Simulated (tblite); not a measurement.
Species: 3-isopropylcyclopentene, C₈H₁₄.
Atom-mapped SMILES: `[CH3:1][CH:2]([CH3:3])[C@@H:4]1[CH:5]=[CH:6][CH2:7][CH2:8]1` (hydrogens: H9, H10, H11 on C1; H12 on C2; H13, H14, H15 on C3; H16 on C4; H17 on C5; H18 on C6; H19, H20 on C7; H21, H22 on C8)

Computed with GFN2-xTB (tblite), gas phase: L-BFGS steps from a force-field or distance-geometry start until the largest atomic force falls under 0.01 eV/Å.

Step 0: E = -660.0054 eV
```
atom  x, y, z in Å  |  force x, y, z in eV/Å
C1     -2.1218    0.4035   -1.0360   -0.679   0.248  -0.215
C2     -1.1362   -0.3958   -0.2066    0.200  -0.154   0.529
C3     -1.8018   -0.8314    1.1128   -0.421   0.373   0.074
C4      0.1609    0.4071    0.0715   -0.148  -0.510   0.430
C5      0.9588    0.7594   -1.1352    0.681   0.302  -0.642
C6      2.2670    0.5812   -0.9597   -0.497   0.288  -0.336
C7      2.5732    0.0685    0.4047    0.260  -0.143   0.161
C8      1.2062   -0.3903    0.9004   -0.481  -0.123   0.377
H9     -1.7264    0.6288   -2.0273   -0.008  -0.017   0.139
H10    -3.0625   -0.1585   -1.1773    0.438   0.173   0.070
H11    -2.3879    1.3510   -0.5476    0.166  -0.259  -0.090
H12    -0.8847   -1.3123   -0.7587    0.132   0.142   0.012
H13    -1.1751   -1.4916    1.7061    0.100   0.080  -0.091
H14    -2.7357   -1.3719    0.9018    0.281   0.189   0.018
H15    -2.0611    0.0495    1.7315    0.176  -0.417  -0.343
H16    -0.0934    1.3293    0.6220   -0.116  -0.159  -0.167
H17     0.5349    1.1785   -2.0431   -0.030  -0.170   0.301
H18     3.0326    0.8126   -1.6873   -0.071  -0.063   0.139
H19     3.2815   -0.7635    0.3900    0.106   0.132   0.018
H20     2.9849    0.8653    1.0435   -0.030  -0.145  -0.187
H21     1.0950   -1.4671    0.7188   -0.058   0.215  -0.093
H22     1.0812   -0.2329    1.9748    0.002   0.019  -0.102
```

Problem. Estimate the geometry and energy of step 1. (The exact step hangs on the optimiser's Hessian estimate; all steps are aligned on step 0, rigid shifts and turns removed.)

Solution. E = -660.0411 eV, largest force 0.457 eV/Å
```
atom  x, y, z in Å  |  force x, y, z in eV/Å
C1     -2.1315    0.4071   -1.0391    0.013   0.022   0.012
C2     -1.1334   -0.3981   -0.1991   -0.121   0.028   0.132
C3     -1.8078   -0.8261    1.1139   -0.012  -0.022   0.038
C4      0.1587    0.3998    0.0776    0.096  -0.176   0.015
C5      0.9686    0.7637   -1.1444   -0.386   0.098  -0.012
C6      2.2599    0.5853   -0.9645    0.453   0.047   0.042
C7      2.5769    0.0665    0.4070   -0.177  -0.047  -0.065
C8      1.1993   -0.3921    0.9058   -0.096  -0.035   0.094
H9     -1.7265    0.6286   -2.0253   -0.012   0.000   0.082
H10    -3.0562   -0.1560   -1.1763    0.116   0.009   0.022
H11    -2.3855    1.3473   -0.5489    0.072  -0.056  -0.007
H12    -0.8828   -1.3103   -0.7585    0.108   0.120   0.046
H13    -1.1736   -1.4904    1.7048   -0.008   0.160  -0.133
H14    -2.7317   -1.3692    0.9021    0.094   0.105  -0.016
H15    -2.0586    0.0436    1.7266    0.065  -0.097  -0.126
H16    -0.0951    1.3271    0.6197   -0.098  -0.161  -0.154
H17     0.5345    1.1761   -2.0388   -0.124  -0.048   0.038
H18     3.0316    0.8117   -1.6853   -0.026  -0.037   0.090
H19     3.2830   -0.7616    0.3903    0.151   0.041  -0.002
H20     2.9844    0.8632    1.0408    0.008  -0.069  -0.125
H21     1.0942   -1.4640    0.7175   -0.080   0.086  -0.072
H22     1.0812   -0.2326    1.9734   -0.035   0.032   0.101
```

The energy changes by -0.0358 eV. The first-order estimate −F·Δx gives -0.0691 eV and the mean of the old and new forces, exact on a quadratic surface, -0.0357 eV. The step makes an angle of 1° with the force vector and moves no atom by more than 0.014 Å.

Run on an x86-64 server with one thread, shared host.
